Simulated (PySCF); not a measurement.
## GeTe⁻: one state, many levels of theory

State: ²Π (doublet), unpaired electrons π ↑. Set-up: basis Ge def2-TZVPPD, Te def2-TZVPPD with ECP28; scalar-relativistic core potentials; PySCF 2.14. De refers to Ge + Te⁻ in their high-spin ground configurations, without counterpoise correction. The functionals are run spin-unrestricted. A positive dipole points towards Te; it is taken about the centre of mass and depends on that origin. Levels whose curve was spin-contaminated or gave no clean fit are not listed.

```json
{"Level": "PBE", "Re (Å)": "2.490", "ωe (cm⁻¹)": "253", "De (eV)": "3.57", "μ (D)": "0.63", "CPU s a point (SCF and correlation, without the integrals)": "5.1"}
{"Level": "revPBE", "Re (Å)": "2.502", "ωe (cm⁻¹)": "249", "De (eV)": "3.34", "μ (D)": "0.58", "CPU s a point (SCF and correlation, without the integrals)": "4.8"}
{"Level": "PW91", "Re (Å)": "2.489", "ωe (cm⁻¹)": "253", "De (eV)": "3.59", "μ (D)": "0.62", "CPU s a point (SCF and correlation, without the integrals)": "4.2"}
{"Level": "r²SCAN", "Re (Å)": "2.465", "ωe (cm⁻¹)": "265", "De (eV)": "3.49", "μ (D)": "0.66", "CPU s a point (SCF and correlation, without the integrals)": "6.3"}
{"Level": "M06-L", "Re (Å)": "2.485", "ωe (cm⁻¹)": "258", "De (eV)": "3.62", "μ (D)": "0.95", "CPU s a point (SCF and correlation, without the integrals)": "7.4"}
{"Level": "PBE0", "Re (Å)": "2.462", "ωe (cm⁻¹)": "268", "De (eV)": "3.37", "μ (D)": "0.48", "CPU s a point (SCF and correlation, without the integrals)": "7.3"}
{"Level": "M06", "Re (Å)": "2.477", "ωe (cm⁻¹)": "263", "De (eV)": "3.52", "μ (D)": "0.74", "CPU s a point (SCF and correlation, without the integrals)": "7.5"}
{"Level": "BHandHLYP", "Re (Å)": "2.462", "ωe (cm⁻¹)": "270", "De (eV)": "3.00", "μ (D)": "0.15", "CPU s a point (SCF and correlation, without the integrals)": "5.4"}
{"Level": "ωB97X", "Re (Å)": "2.442", "ωe (cm⁻¹)": "281", "De (eV)": "3.34", "μ (D)": "0.34", "CPU s a point (SCF and correlation, without the integrals)": "19"}
```

Task: What does a quarter of exact exchange do here, going from PBE to PBE0?

Result: PBE0 less PBE: -2.8 pm in Re, +5.9 % in ωe, -0.20 eV in De. Exact exchange removes part of the self-interaction that spreads semilocal densities, and in most molecules shortens and stiffens the bond and lowers De; so it does here.

Spin–orbit coupling is left out, which matters for elements this heavy, above all for dissociation energies. For an ion De counts to the pair picked by the measured ionisation energies or electron affinities, which need not be the lowest pair at this level. The highest Kohn–Sham level is positive in this anion. Much of that is self-interaction error, but it also means that the finite basis helps to hold the extra electron. The state is the lowest determinant that a PBE0 search found; another state may lie lower at other levels.

The whole job (state search and all levels along the bond) took about 9.4 min on 2 threads of Arm Neoverse V1 (shared host), peak memory 5 GiB.
